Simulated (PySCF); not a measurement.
SMILES CCCCC#N (C5H9N), singlet (GFN2-xTB optimised geometry):

```
15

C      2.059     1.432     0.082
C      1.511     0.010     0.042
C     -0.015    -0.001     0.040
C     -0.564    -1.433     0.000
C     -2.003    -1.433     0.000
N     -3.146    -1.413     0.000
H      1.721     1.996    -0.784
H      1.720     1.946     0.979
H      3.146     1.421     0.082
H      1.879    -0.494    -0.855
H      1.878    -0.544     0.909
H     -0.385     0.551    -0.827
H     -0.386     0.502     0.936
H     -0.217    -1.946    -0.902
H     -0.217    -1.996     0.872
```

Level of theory: PySCF with PBE0/def2-TZVP.

**Question.** What are the frontier orbital energies and the dipole moment?

**Answer.** HOMO-2 -9.79 eV, HOMO-1 -9.29 eV, HOMO -9.14 eV, LUMO 0.61 eV, LUMO+1 1.10 eV; dipole moment 4.35 D.

On the same geometry PySCF with PBE/def2-TZVP gives HOMO-2 -8.25 eV, HOMO-1 -7.92 eV, HOMO -7.79 eV, LUMO -0.28 eV, LUMO+1 0.00 eV; dipole moment 4.28 D.

Meta-Löwdin charges at PBE0/def2-TZVP: C1 -0.34, C2 -0.19, C3 -0.19, C4 -0.23, C5 0.11, N6 -0.24, H7 0.11, H8 0.11, H9 0.12, H10 0.10, H11 0.10, H12 0.12, H13 0.12, H14 0.15, H15 0.15.
